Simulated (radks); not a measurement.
Results of a calculation; reference values are marked as such.
Question: These are the eigenvalues of the occupied orbitals of an atom or ion with whole-number occupations (eV). Code: a radial shooting solver on a logarithmic mesh with Libxc functionals. Model: Dirac Kohn-Sham, PBE, spin-unpolarised, spherical densities, point nucleus.

orbital  eigenvalue
1s1/2     -51148.96
2s1/2     -10683.22
2p1/2     -10303.13
2p3/2     -9643.930
3s1/2     -4086.390
3p1/2     -3942.691
3p3/2     -3778.978

Which element is it, and in what charge state? The configuration may be excited. Open shells, if any, fill j = l - 1/2 first.

Answer: Z = 63, europium, charge +45: Eu45+ in [Ar]. The list shows which subshells hold electrons but not how many an open one holds; the 1s level, -1879.7 hartree, gives Z - s = 61.3 by -(Z - s)^2/2, which with screening and relativity narrows Z to a few neighbours, and the depths of the outer levels then fix element, charge and occupations together.
